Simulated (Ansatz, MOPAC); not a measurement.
Species: ethylsilane, C₂H₈Si, net charge 0, singlet state. SMILES: CC[SiH3]
Coordinates optimised at B3LYP-D3(BJ)/def2-TZVP (Ansatz, a quantum-chemistry and plane-wave program):
```
C
H 1 1.0943
H 1 1.0943 2 106.00
C 1 1.5338 2 110.22 3 119.25
H 4 1.0919 1 111.49 2 -58.33
H 4 1.0921 5 107.54 1 122.31
H 4 1.0921 5 107.54 6 115.38
Si 1 1.8812 2 108.24 3 -115.93
H 8 1.4838 1 110.96 2 57.23
H 8 1.4846 9 108.55 1 -121.37
H 8 1.4846 9 108.55 10 -117.26
```

Wanted: vertical ionisation energy to the doublet, in eV. Set-up: spin-orbit terms left out; dispersion terms only where a functional's name holds one; PM7 with its own dispersion and hydrogen-bond terms; non-relativistic; each state is the SCF solution reached for its charge and spin; valence correlation only; UHF or UKS for open shells; six Cartesian d functions in 6-31G* and its kin unless marked 5d. CBS marks a two-point X^-3 extrapolation of the correlation energy; Hartree-Fock from the larger set. [CCSD(T)-MP2]/basis is that difference in the basis named. First-principles rows: single points at B3LYP-D3(BJ) geometries (Ansatz). Semi-empirical rows: differences of heats of formation at the shared geometry for vertical values.

| species | coefficient | E at B3LYP/6-31G* (Ansatz), Eh | E at PBE/def2-TZVPD (Ansatz), Eh | heat of formation at PM7 (MOPAC), kcal/mol |
|---|---|---|---|---|
| charge 1, doublet | +1 | -370.13015 | -369.89022 | 234.83 |
| charge 0, singlet | -1 | -370.52055 | -370.27344 | -7.42 |

Coupled cluster (Ansatz) is a level with limits of its own, used here on species with T1 under 0.025 (0.045 for open shells) and stable references: RI-MP2/CBS(aug-cc-pV(T+d)Z,aug-cc-pV(Q+d)Z)+[CCSD(T)-MP2]/aug-cc-pV(T+d)Z. Value to compare with, RI-MP2/CBS(aug-cc-pV(T+d)Z,aug-cc-pV(Q+d)Z)+[CCSD(T)-MP2]/aug-cc-pV(T+d)Z (Ansatz): 11.04 eV. 1 Eh = 27.2114 eV and 1 eV = 23.0605 kcal/mol.

Task: Compute it at each level from the table, and compare with RI-MP2/CBS(aug-cc-pV(T+d)Z,aug-cc-pV(Q+d)Z)+[CCSD(T)-MP2]/aug-cc-pV(T+d)Z (Ansatz).

Result: 
- B3LYP/6-31G*: the sum of coefficient times E is 0.39040 Eh, or 10.623 eV. Result: 10.62 eV. Its difference against RI-MP2/CBS(aug-cc-pV(T+d)Z,aug-cc-pV(Q+d)Z)+[CCSD(T)-MP2]/aug-cc-pV(T+d)Z (Ansatz) is -0.42 eV.
- PBE/def2-TZVPD: the sum of coefficient times E is 0.38322 Eh, or 10.428 eV. Result: 10.43 eV. Its difference against RI-MP2/CBS(aug-cc-pV(T+d)Z,aug-cc-pV(Q+d)Z)+[CCSD(T)-MP2]/aug-cc-pV(T+d)Z (Ansatz) is -0.61 eV.
- PM7: the sum of coefficient times heat of formation is 242.25 kcal/mol, or 10.50 eV. Its difference against RI-MP2/CBS(aug-cc-pV(T+d)Z,aug-cc-pV(Q+d)Z)+[CCSD(T)-MP2]/aug-cc-pV(T+d)Z (Ansatz) is -0.54 eV.
